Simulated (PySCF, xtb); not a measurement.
CdSe, SMILES [Se]=[Cd].

GFN2-xTB in xtb at its own geometry gives an orbital gap of 1.77 eV and a dipole moment of 7.30 D.

Geometry optimised at B3LYP-D3(BJ)/def2-TZVP. The def2 effective core potentials stand for the cores of Cd; spin–orbit coupling is left out.

**Question.** What does PySCF with PBE/def2-TZVPD give? (Estimate from the structure and the level; the computed values follow.)

**Answer.** gap 0.25 eV (levels -5.13 and -4.88 eV), dipole 5.22 D.
